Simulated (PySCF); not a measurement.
Symmetry of computed structures. Computed with wB97X-D/def2-SVPD in PySCF (dipole) on a GFN2-xTB geometry, gas phase. The symmetry is that of the one conformer found, every atom within 0.08 Å of its image; none is proved a minimum here.

(1) `[CH3:1][O:2][C@@H:3]1[CH:4]=[C:5]([Cl:6])[SiH2:7][O:8]1` with C1–O2–C3–C4 -175°: symmetry, top, dipole?

(2) Point group, rotor type and polarity of `[CH3:1][O:2][SiH2:3][CH2:4][C:5]([Cl:6])=[C:7]=[O:8]` with C1–O2–Si3–C4 -177°, O2–Si3–C4–C5 -160°, Si3–C4–C5–Cl6 -53°?

(3) What symmetry has `[CH:1]#[C:2][Si@H:3]([Cl:4])[S:5]/[CH:6]=[CH:7]\[CH3:8]` with C2–Si3–S5–C6 -51°, Si3–S5–C6–C7 171°?

## Answers

(1) C1; asymmetric top; symmetry number 1; this conformer is chiral (no improper operation); dipole 1.59 D.

(2) C1; asymmetric top; symmetry number 1; this conformer is chiral (no improper operation); dipole 2.68 D; A, B, C = 2638, 655.4, 550.7 MHz.

(3) C1; asymmetric top; symmetry number 1; this conformer is chiral (no improper operation); dipole 2.34 D; A, B, C = 1937, 661.3, 526.3 MHz.
